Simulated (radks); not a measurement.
Q: Radial electron density D(r) = 4 pi r^2 rho(r) of an atom or ion with 18 electrons. Calculated with a radial shooting solver on a logarithmic mesh with Libxc functionals: scalar-relativistic Kohn-Sham, PBE, spin-polarised, spherical densities, point nucleus.

r (bohr)  D(r) (e/bohr)
0.002541          9.280
0.003154          12.95
0.003914          17.79
0.004897          24.22
0.006078          31.82
0.007543          40.59
0.009437          50.25
0.01171           59.02
0.01454           65.75
0.01819           69.02
0.02257           67.98
0.02801           64.08
0.03477           60.73
0.04349           62.42
0.05398           70.81
0.067             81.36
0.08382           84.11
0.104             71.47
0.1291            49.11
0.1615            32.75
0.2005            32.80
0.2488            37.61
0.3088            31.66
0.3863            16.13
0.4794            4.809
0.595            0.7520
0.7444          0.04803
0.9239         0.001280

What is the nuclear charge?

A: Z = 53. The innermost maximum, from 1s, lies near gamma/Z bohr with gamma = sqrt(1 - (Z/c)^2) = 0.922, here 0.0174 bohr (found: 0.0191), and its height grows with Z. The density is that of the iodine ion I35+ in [Ar]; the configuration itself is not fixed sharply by these data, and Z only to a few units. D(r) has 3 maxima, at r = 0.0191, 0.0786, 0.253 bohr, and minima at 0.0371, 0.178 bohr, inside which lie 1.99, 10.38 electrons.
